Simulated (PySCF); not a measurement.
Fill in the blanks.

Compound: C4H15NOSi2.
InChI=1S/C4H15NOSi2/c1-5(2)8(4)6-7-3/h8H,7H2,1-4H3/t8-/m1/s1

Conformer (atom-mapped SMILES and torsion angles): `[CH3:1][SiH2:2][O:3][Si@H:4]([CH3:5])[N:6]([CH3:7])[CH3:8]`: C1–Si2–O3–Si4 55°, Si2–O3–Si4–C5 45°, O3–Si4–N6–C7 -42°.

```json
{"property": "point group of the GFN2-xTB geometry", "level": "GFN2-xTB", "value": "C1"}
{"property": "rotational constants A, B, C of the GFN2-xTB geometry", "level": "GFN2-xTB", "value": "?"}
{"property": "dipole moment", "level": "PBE0/pcSseg-1", "value": "?"}
{"property": "HOMO energy", "level": "PBE0/pcSseg-1", "value": "?"}
{"property": "LUMO energy", "level": "PBE0/pcSseg-1", "value": "1.01 eV"}
{"property": "13C chemical shifts (computed TMS as zero) by class", "level": "GIAO PBE0/pcSseg-1", "value": "38.6 (2 C), 0.5 (1 C), -1.0 (1 C) ppm"}
{"property": "1H chemical shifts (computed TMS as zero) by class", "level": "GIAO PBE0/pcSseg-1", "value": "5.24 (1 H), 5.23 (1 H), 5.09 (1 H), 2.59 (6 H), 0.33 (3 H), 0.15 (3 H) ppm"}
{"property": "isotropic shieldings of nuclei other than C and H, by class", "level": "GIAO PBE0/pcSseg-1", "value": "?"}
```

Gas-phase values; electronic properties from PySCF, density fitting. Isolated species at its GFN2-xTB geometry (one conformer only). NMR classes are plain means over equivalent atoms (diastereotopic ones count apart unless rotation or inversion swaps them), as if these changed places fast; in this geometry the members of some classes differ.

(1) What are the rotational constants A, B, C of the GFN2-xTB geometry?

(2) The dipole moment?

(3) Give the isotropic shieldings of nuclei other than C and H, by class.

(4) What is the HOMO energy?

## Answers

(1) 1.883, 0.932, 0.746 GHz.

(2) 1.53 D.

(3) 233 (1 N), 285 (1 O), 372 (1 Si), 374 (1 Si) ppm.

(4) -6.30 eV.

The rotational constants make it an asymmetric top with κ = (2B − A − C)/(A − C) = -0.67, nearer the prolate limit (−1). With B = h/(8π²I), that is 505.379 GHz u Å² over I, the principal moments of inertia are 268.4, 542.3 and 677.6 u Å² (most abundant isotopes). A dipole of 1.53 D is allowed in C1, and pure rotational transitions are dipole-allowed. The dipole matches unit charges of opposite sign 0.32 Å apart (1 e·Å = 4.8032 D).
